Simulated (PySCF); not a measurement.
Excitations are Tamm–Dancoff values on a coarser integration grid. The basis has no diffuse functions, so Rydberg states are missing or too high.

Z-matrix (Å, degrees):
```
Si
O 1 1.6517
H 2 0.9583 1 117.78
N 1 1.7014 2 111.72 3 179.72
H 4 1.0068 1 120.64 2 73.54
H 4 1.0068 5 111.25 1 149.98
H 1 1.4870 2 109.40 3 -60.99
H 1 1.4870 7 110.69 2 -120.64
```
Charge 0, spin multiplicity 1.

Question: Estimate the S1–T1 gap (TDA), S1 oscillator strength, LUMO, total energy, dipole moment, S1 excitation (TDA), T1 excitation (TDA) and brightest of the four lowest singlets (TDA) that PBE-D3(BJ)/def2-TZVP // PBE0-D4/def2-TZVP (PySCF) returns for this input.

Answer: 
The S1–T1 gap (TDA) is 0.40 eV, the S1 oscillator strength comes out as 0.025 and the LUMO comes out as -0.02 eV. The total energy is -422.3162 Ha and the dipole moment is 0.078 e·Å. The S1 excitation (TDA) comes out as 6.47 eV. The T1 excitation (TDA) is 6.07 eV and the brightest of the four lowest singlets (TDA) comes out as 6.74 eV.
